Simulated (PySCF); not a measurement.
# Bonding in `CN(C)[SiH2]N`

Species: C2H10N2Si.
Numbering: `[CH3:1][N:2]([CH3:3])[SiH2:4][NH2:5]` (hydrogens: H6, H7, H8 on C1; H9, H10, H11 on C3; H12, H13 on Si4; H14, H15 on N5)

Geometry (GFN2-xTB, Å), atoms numbered from 1 in this order:
```xyz
15
C2H10N2Si angstrom
C     -1.5972   -0.9260   -0.2257
N     -0.4570   -0.0581   -0.1019
C     -0.7839    1.1720    0.5740
Si     1.1392   -0.6968   -0.0852
N      2.1607    0.6755   -0.3134
H     -2.4049   -0.4076   -0.7520
H     -1.9804   -1.2413    0.7541
H     -1.3262   -1.8146   -0.7895
H     -1.5360    1.7242    0.0005
H      0.1093    1.7816    0.6687
H     -1.1911    0.9881    1.5766
H      1.6244   -1.2831    1.1735
H      1.1314   -1.7127   -1.1477
H      3.1537    0.5198   -0.2661
H      1.9536    1.2870   -1.0876
```

Bond orders from the PBE0/pcSseg-1 density (PySCF). One conformer (not necessarily the lowest) at the GFN2-xTB geometry, without solvent, vibrations or thermal averaging.

(1) How far do the computed orders between heavy atoms stray from the drawn ones?

(2) Give the Mayer order of every bond between heavy atoms, beside its length.

## Answers

(1) The largest departure is 0.045, at N2–C3 (drawn single, 0.955).

(2) 
```tsv
bond	drawn as	length (Å)	Mayer order
C1–N2	single	1.438	0.970
N2–C3	single	1.441	0.955
N2–Si4	single	1.719	0.979
Si4–N5	single	1.726	1.015
```

By pair of heavy elements: C–N: all 2 within 0.02 of one another (0.955 to 0.970). N–Si: lowest N2–Si4 (0.979, 1.719 Å), highest Si4–N5 (1.015, 1.726 Å); in 1 of the 1 pairs the longer bond (by over 0.003 Å) has the higher order (by 0.02 or more).

Question: And the bonds to hydrogen?

Answer: C–H: 0.96 to 0.97 (6 bonds); H–Si: 0.88 (2 bonds); H–N: 0.94 to 0.95 (2 bonds).

Question: Sum the orders of all bonds at each heavy atom with more than one neighbour and set the sums beside the valence in the SMILES.

Answer: C1 3.858 (drawn 4), N2 2.904 (drawn 3), C3 3.838 (drawn 4), Si4 3.752 (drawn 4), N5 2.913 (drawn 3). Orders between atoms that aren't bonded are not in these sums.

The Mayer order sums products of elements of PS (density times overlap matrix) between the two atoms' basis functions, so it depends on the basis set.

The run behind these numbers computed NMR shieldings as well. Hardware: one thread of an x86-64 server, no GPU, shared host. Cost: 14 s.
